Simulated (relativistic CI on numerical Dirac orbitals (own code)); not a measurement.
# One change at a time: Er15+

Base calculation: Dirac-Coulomb-Breit CI, KLI orbitals optimised for each configuration, model QED, unscaled Slater integrals.

Configuration list (outside the closed core [Ar] 3d10 4p6 4d10): 4s²4f⁷, 4s²4f⁵5s², 4s²4f⁵5s5p, 4s²4f⁶5p, 4s²4f⁶6s, 4s²4f⁶6p, 4s²4f⁶7s, 4s4f⁸, 4s4f⁶5s², 4f⁹. Levels of other configurations are missing.

Variants: (1) Breit term removed; (2) non-relativistic limit. Shifts of the energy above 4s²4f⁷ ⁸S°7/2, in cm⁻¹, for the lowest level and the first level of each name with at least 55 % of one term (blank where a level changes its place among those of its configuration and J or its character, or is not in the variant):

| Level | Base | Δ(1) | Δ(2) |
| --- | --- | --- | --- |
| 4s²4f⁷ ⁸S°7/2 | 0.0 | 0.0 | 0.0 |
| 4s²4f⁷ ⁶P°7/2 | 55248.4 | -514.9 | +4887.4 |
| 4s²4f⁷ ⁶P°5/2 | 56744.0 | -377.0 | +3391.8 |
| 4s²4f⁷ ⁶P°3/2 | 58091.2 | -209.0 | +2044.6 |
| 4s²4f⁷ ⁶I°7/2 | 61033.0 | -295.5 | +2957.0 |
| 4s²4f⁷ ⁶I°17/2 | 61689.2 | +964.1 | +2300.8 |
| 4s²4f⁷ ⁶I°9/2 | 61883.8 | -0.2 | +2106.3 |
| 4s²4f⁷ ⁶I°11/2 | 62525.0 | +288.8 | +1465.1 |
| 4s²4f⁷ ⁶I°15/2 | 62660.8 | +796.6 | +1329.2 |
| 4s²4f⁷ ⁶I°13/2 | 62830.4 | +556.9 | +1159.6 |
| 4s²4f⁷ ⁶D°9/2 | 69380.0 | -12.5 | +2284.8 |
| 4s²4f⁷ ⁶D°7/2 | 71770.9 | +140.7 | -106.1 |
| 4s²4f⁷ ⁶D°1/2 | 71867.8 | +3.0 | -202.9 |
| 4s²4f⁷ ⁶D°3/2 | 72390.7 | +106.4 | -725.8 |
| 4s²4f⁷ ⁶D°5/2 | 72597.0 | +177.0 | -932.2 |
| 4s²4f⁷ ⁶G°13/2 | 92359.5 | +322.2 | +3626.8 |
| 4s²4f⁷ ⁶F°1/2 | 92397.3 | -604.4 | +5245.1 |
| 4s²4f⁷ ⁴N°17/2 | 92653.2 | +348.3 | +5826.2 |
| 4s²4f⁷ ⁴N°23/2 | 95015.1 | +1919.2 | +3464.2 |
| 4s²4f⁷ ⁴N°19/2 | 95235.3 | +1093.1 | +3244.0 |
| 4s²4f⁷ ⁴N°21/2 | 96191.2 | +1619.3 | +2288.1 |
| 4s²4f⁷ ⁴L°15/2 | 98684.6 | +528.6 | +5395.0 |

At this charge transitions that keep the count of f electrons are usually good to a few per cent. Terms inside the open d or f shell come out 10 to 20 % too wide with unscaled integrals. Levels and lines within the n = 5 or 6 shells can be off by up to 10 % or somewhat more, and those that change n by about 2 %, since core polarisation is missing. Levels that differ in their count of f electrons can be misplaced by several ten thousand cm⁻¹, since the correlation energy of f electrons is missing or only estimated; rates across such gaps can be off by orders of magnitude.

Ionisation energy from one configuration of each of the two ions, the ground ones as tabulated or assumed: base 329.829 eV; Breit term removed 329.622 eV. The NIST ASD value (theoretical) is 345 ± 17 eV.

LS names give the leading component of a level, which can be under half, so a name can repeat, a term be missing and a line seem to break the LS rules.
